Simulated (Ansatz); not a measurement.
Geometry optimisation, Ansatz 0.2.0, RKS PBE/def2-SVP.

Input:

```yaml
crystal:
  periodic: [false, false, false]
  atoms:
    - { symbol: Zn, position_ang: [0.0, 0.0, 0.0] }
    - { symbol: O, position_ang: [0.0, 0.0, 2.14] }
    - { symbol: H, position_ang: [-0.9095, -0.2814, 2.4771] }
    - { symbol: Cl, position_ang: [0.0, 0.0, -2.24] }
    - { symbol: H, position_ang: [1.7115, 0.4692, 0.5897] }
    - { symbol: H, position_ang: [1.3241, 0.363, 1.5381] }
basis:
  gaussian: { orbitals: def2-SVP }
hamiltonian:
  xc: pbe
relax:
  f_tol: 0.15
  max_steps: 25
  restrain:
    - { distance: [0, 4], at: 1.57, k: 30.0 }
    - { distance: [5, 1], at: 1.01, k: 30.0 }
    - { distance: [0, 1], at: 2.99, k: 30.0 }
    - { distance: [5, 4], at: 1.86, k: 30.0 }
```

Run as:

```bash
$ ansatz run input.yaml --threads 1 --pin off --max-ram 2048MiB --backend cpu --events-out ev --progress --plain --runs-dir out
```

**Question.** Where does it end, and by what steps?

**Answer.** The forces met the threshold. The restraints hold the end off the free minimum. After 11 steps the energy has fallen by 1.564 eV (the restraints' own energy left out); Zn1 moved furthest, 1.00 Å. Parted: Zn1–O2 (2.14 → 2.98 Å). Joined: O2–H6 (1.50 → 1.00 Å).

```csv
step,energy less start (eV),largest force component (eV/Å),accepted
0,0.0000,2.359,yes
1,0.9633,2.465,yes
2,0.9013,3.557,yes
3,0.0347,1.870,yes
4,-0.6189,1.724,yes
5,-1.0582,0.878,yes
6,-1.3032,0.971,yes
7,-1.4642,0.911,yes
8,-1.5370,0.613,yes
9,-1.5419,0.598,yes
10,-1.5489,0.556,yes
11,-1.5639,0.616,yes
```

```xyz
6
Properties=species:S:1:pos:R:3
Zn 0.811 0.208 -0.553
O -0.278 0.330 2.213
H -0.428 -0.605 2.461
Cl -0.572 0.005 -2.138
H 1.908 0.278 0.556
H 0.686 0.336 1.966
```

Run time: 27 s on 1 thread of Arm Neoverse V2 (shared host), peak memory 0.15 GiB.
